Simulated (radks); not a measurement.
All-electron atom: Ag+ in [Kr] 4d8 5p2 (not the ground configuration). All-electron calculation, scalar-relativistic Kohn-Sham, LDA (Slater exchange, Perdew-Wang correlation), spin-polarised, spherical densities, finite nucleus; open shells are filled with parallel spins first (spin-orbit coupling, left out, can overturn this in heavy ions); Fermi nuclear charge, rms radius 4.5454 fm. Program: a radial shooting solver on a logarithmic mesh with Libxc functionals. Some entries of the table are withheld. Estimate them.

| orbital | occ. | eigenvalue (hartree) | <1/r> (bohr^-1) | r(max) (bohr) |
|---|---|---|---|---|
| 1s up | 1 | -930.4359 | 49.38 | 0.02018 |
| 1s down | 1 | -930.4340 | 49.38 | 0.02018 |
| 2s up | 1 | -137.6993 | 11.22 | 0.1141 |
| 2s down | 1 | -137.6841 | 11.22 | 0.1141 |
| 2p up | 3 | -123.6766 | 10.84 | 0.09116 |
| 2p down | 3 | -123.6639 | 10.84 | 0.09116 |
| 3s up | 1 | -25.85799 | 3.938 | 0.3330 |
| 3s down | 1 | -25.84645 | 3.938 | 0.3330 |
| 3p up | 3 | -21.25263 | 3.754 | 0.3260 |
| 3p down | 3 | -21.24012 | 3.754 | 0.3260 |
| 3d up | 5 | -13.96782 | 3.530 | 0.2734 |
| 3d down | 5 | -13.95188 | 3.530 | 0.2734 |
| 4s up | 1 | -4.26205 | 1.526 | (1) |
| 4s down | 1 | -4.20432 | 1.528 | (2) |
| 4p up | 3 | -2.91193 | 1.377 | 0.8725 |
| 4p down | 3 | -2.85271 | 1.378 | 0.8717 |
| 4d up | 5 | -0.97614 | 1.049 | 1.013 |
| 4d down | 3 | -0.91384 | 1.052 | 1.012 |
| 5p up | 2 | -0.38414 | (3) | 2.655 |
| 5p down | 0 | -0.32165 | (4) | 2.688 |

Answer. 
(1) 4s up r(max) (bohr): 0.8202
(2) 4s down r(max) (bohr): 0.8194
(3) 5p up <1/r> (bohr^-1): 0.4096
(4) 5p down <1/r> (bohr^-1): 0.3959
